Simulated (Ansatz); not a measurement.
H₄INSSi, SMILES `N[SiH](S)I`, 8 atoms. Charge 0, multiplicity 1. Correlated methods include outer-core shells of I, which these sets cover unevenly. I: def2 effective core potential. All runs use 4 threads of an Arm Neoverse V1 on a shared host. Correlated methods freeze the cores.

(1) How many basis functions does each run have, and how long does it take in Ansatz? RKS PBE0-D4/def2-TZVPP energy; RKS ωB97X-V/def2-TZVPP energy; RKS PBE0-D4/def2-TZVP frequencies; RKS B2PLYP (frozen core)/def2-TZVPP energy; RHF-MP2/def2-QZVPP energy; RHF-CCSD(T)/def2-SVP energy; RKS PBE0-D4/def2-TZVP relaxation (9 steps); RKS ωB97M-V/def2-SVP energy; RKS PBE0-D4/def2-SVP energy; RKS BLYP-D4/def2-TZVPP energy; RHF-CCSD(T)/def2-TZVPP energy; direct RPA on PBE orbitals/def2-TZVPP energy. (An estimate is asked.)

## Answers

(1) Ansatz gave: Other jobs shared the machine, so times are rough.

```json
{"level": "RKS PBE0-D4/def2-SVP", "job": "energy", "functions": "96", "wall time": "1.2 s", "peak host memory (GiB)": "0.42"}
{"level": "RKS BLYP-D4/def2-TZVPP", "job": "energy", "functions": "221", "wall time": "2 s", "peak host memory (GiB)": "0.3"}
{"level": "RKS PBE0-D4/def2-TZVPP", "job": "energy", "functions": "221", "wall time": "3 s", "peak host memory (GiB)": "0.59"}
{"level": "RHF-CCSD(T)/def2-SVP", "job": "energy", "functions": "96", "wall time": "4.1 s", "peak host memory (GiB)": "0.42"}
{"level": "direct RPA on PBE orbitals/def2-TZVPP", "job": "energy", "functions": "221", "wall time": "4.9 s", "peak host memory (GiB)": "0.51"}
{"level": "RKS ωB97M-V/def2-SVP", "job": "energy", "functions": "96", "wall time": "5.5 s", "peak host memory (GiB)": "0.42"}
{"level": "RKS B2PLYP (frozen core)/def2-TZVPP", "job": "energy", "functions": "221", "wall time": "5.5 s", "peak host memory (GiB)": "0.58"}
{"level": "RKS ωB97X-V/def2-TZVPP", "job": "energy", "functions": "221", "wall time": "8 s", "peak host memory (GiB)": "0.71"}
{"level": "RHF-MP2/def2-QZVPP", "job": "energy", "functions": "399", "wall time": "15 s", "peak host memory (GiB)": "1.9"}
{"level": "RKS PBE0-D4/def2-TZVP", "job": "relaxation (9 steps)", "functions": "179", "wall time": "32 s", "peak host memory (GiB)": "0.49"}
{"level": "RKS PBE0-D4/def2-TZVP", "job": "frequencies", "functions": "179", "wall time": "110 s", "peak host memory (GiB)": "0.48"}
{"level": "RHF-CCSD(T)/def2-TZVPP", "job": "energy", "functions": "221", "wall time": "2.1 min", "peak host memory (GiB)": "3.6"}
```
